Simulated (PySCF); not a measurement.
**Ge²⁺ (germanium, charge +2): UHF calculation**

Configuration: [Ar] 3d10 4s2, closed-shell 1S. Calculation: PySCF 2.14, in x2c-TZVPPall (6s5p4d1f, 48 functions); scalar relativity by spin-free X2C-1e.

- Total energy: -2096.217191 hartree
- One-electron energy: -2899.7476 hartree
- Hartree (Coulomb) energy: 881.6354 hartree
- Exchange energy: -78.1050 hartree
- ⟨S²⟩: 0.0000
- ⟨L²⟩: 0.000
- Sum of ⟨r⟩: 17.95 bohr
- Sum of ⟨r²⟩: 19.90 bohr²
- Langevin diamagnetic susceptibility: -15.8 ×10⁻⁶ cm³/mol

```
shell  electrons  mean orbital energy (eV)  rms radius, mean of both spins (bohr)
   1s          2                  -11199.6                                 0.0542
   2s          2                   -1474.1                                  0.227
   2p          6                   -1286.0                                  0.203
   3s          2                   -221.49                                  0.667
   3p          6                   -161.66                                  0.701
   3d         10                   -63.455                                  0.809
   4s          2                   -32.434                                   2.14
```

Densities and radii are taken from the X2C orbitals without a picture-change correction, which distorts them close to the nucleus.
